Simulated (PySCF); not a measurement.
How methods differ on the ionisation energy of Zn⁺

Zn⁺ [Ar] 3d10 4s1 (2S) → Zn²⁺ [Ar] 3d10 (1S), as a difference of total energies. Computed with PySCF 2.14 in Sapporo-DKH3-DZP-2012, with scalar relativity by spin-free X2C-1e. Correlated levels: valence: [Ar] frozen. The calculations carry no spin-orbit coupling.

| method | ionisation energy (eV) |
| --- | --- |
| UHF | 17.001 |
| MN15 | 18.115 |
| MP2 (valence) | 17.769 |
| SCS-MP2 (valence) | 17.644 |
| CCSD (valence) | 17.686 |

Q: Estimate what PBE0 gives.

A: 18.371 eV, closest to MN15 among the rows shown.

Q: Estimate what CCSD(T) (valence) gives.

A: 17.721 eV, closest to CCSD (valence) among the rows shown.

Errors of the correlated levels include the incompleteness of this basis and the frozen core.

For comparison: 17.964 eV (measured; NIST Atomic Spectra Database, ionization energies).
